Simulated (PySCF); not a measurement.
Can point charges reproduce the dipole moment of `CC(=O)c1ccccn1`?

Coordinates (PBE0-D3(BJ)/def2-TZVP, Å) and charges (e) from the PBE0/pcSseg-2 density (PySCF):

```tsv
atom	x	y	z	Mulliken	IAO	Hirshfeld	ESP-fitted
C1	-2.541	0.764	0.464	-0.0094	-0.4871	-0.1356	-0.5349
C2	-1.716	-0.431	0.097	+0.2310	+0.3867	+0.1573	+0.5034
O3	-2.200	-1.520	-0.108	-0.3966	-0.4264	-0.2342	-0.5013
C4	-0.232	-0.234	-0.020	+0.2611	+0.0734	+0.0430	+0.5777
C5	0.566	-1.306	-0.404	-0.1119	-0.1536	-0.0397	-0.5624
C6	1.930	-1.105	-0.510	+0.0450	-0.1213	-0.0269	+0.2660
C7	2.440	0.152	-0.229	-0.0117	-0.1715	-0.0436	-0.5124
C8	1.560	1.157	0.148	+0.0536	-0.0109	+0.0164	+0.4232
N9	0.250	0.977	0.251	-0.3232	-0.2821	-0.1415	-0.6632
H10	-3.586	0.469	0.541	+0.0587	+0.1665	+0.0527	+0.1671
H11	-2.188	1.195	1.403	+0.0383	+0.1774	+0.0551	+0.1507
H12	-2.419	1.545	-0.289	+0.0369	+0.1764	+0.0567	+0.1482
H13	0.100	-2.261	-0.607	+0.0407	+0.1825	+0.0584	+0.2128
H14	2.587	-1.915	-0.808	+0.0357	+0.1649	+0.0643	+0.0831
H15	3.502	0.357	-0.298	+0.0296	+0.1652	+0.0616	+0.1959
H16	1.927	2.154	0.375	+0.0223	+0.1598	+0.0560	+0.0460
```

Question: Form Σ q r in debye for every column and set it beside the full dipole.

Answer: The full density gives (3.00, 1.05, -0.16) D, 3.18 D in size; dipole vectors point from the negative to the positive end.

```json
{"scheme": "Mulliken", "μx": "1.42", "μy": "1.46", "μz": "0.14", "size (D)": "2.05", "share of the full size (%)": "64", "angle to the full dipole (°)": "27"}
{"scheme": "IAO", "μx": "2.82", "μy": "1.68", "μz": "0.01", "size (D)": "3.28", "share of the full size (%)": "103", "angle to the full dipole (°)": "12"}
{"scheme": "Hirshfeld", "μx": "2.11", "μy": "0.94", "μz": "-0.06", "size (D)": "2.31", "share of the full size (%)": "72", "angle to the full dipole (°)": "5"}
{"scheme": "ESP-fitted", "μx": "3.01", "μy": "1.06", "μz": "-0.15", "size (D)": "3.19", "share of the full size (%)": "100", "angle to the full dipole (°)": "0"}
```

Question: Which set comes closest?

Answer: Length of the difference vector: ESP-fitted 0.02 D, IAO 0.68 D, Hirshfeld 0.91 D, Mulliken 1.66 D. Closest: ESP-fitted. The schemes that divide the density aren't constrained to reproduce the dipole.

Question: What is left for the Hirshfeld atoms' own dipoles?

Answer: The Hirshfeld atoms' densities add up to the full density, so μ = Σ q r + Σ (atomic dipoles). The atomic dipoles sum to (3.00, 1.05, -0.16) − (2.11, 0.94, -0.06) = (0.89, 0.11, -0.10) D, 0.91 D in size.

Question: With the origin at the mean of the coordinates, (-0.001, 0.000, 0.000) Å, which are the largest single terms, by size, of the Mulliken dipole along the direction of the full one?

Answer: O3 +4.89, C2 -1.96, H10 -0.92, N9 -0.85, H15 +0.49 D; all 16 atoms together +1.82 D. The single terms depend on the origin, their sum doesn't.

Question: Give the size of the full dipole in other units.

Answer: 3.18 D = 1.252 au = 0.663 e·Å = 10.62 × 10⁻³⁰ C·m.

Geometry: PBE0-D3(BJ)/def2-TZVP, one conformer, isolated molecule.

The values belong to the conformer `[CH3:1][C:2](=[O:3])[c:4]1[cH:5][cH:6][cH:7][cH:8][n:9]1`: C1–C2–C4–C5 -178°.
